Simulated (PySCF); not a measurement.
# Polarisability and C₆ of As⁺ (arsenic, charge +1)

[Ar] 3d10 4s1 4p3, high-spin 5S determinant (an excited configuration). All numbers are calculated (PySCF 2.14, the spin-free X2C one-electron Hamiltonian (Gaussian nucleus), in dyall-av3z (24s17p11d2f, 144 functions)). Coupled (time-dependent) response in atomic units; α is the mean over directions.

```json
{"method": "TPSSh", "mean α (bohr³)": "15.73", "C₆ (like pair)": "92.33", "S(−4)": "71.43"}
```

S(−4) is the Cauchy moment in α(ω) = α(0) + S(−4) ω² + …

α(iu) at TPSSh:

```csv
u (hartree),α(iu) (bohr³)
0,15.73
0.0500,15.55
0.100,15.05
0.200,13.35
0.300,11.30
0.500,7.719
0.750,4.904
1.00,3.324
1.50,1.810
2.00,1.149
3.00,0.5951
5.00,0.2540
```

For an ion, C₆ is the dispersion term alone; charge-induced terms of lower order in 1/R come first.
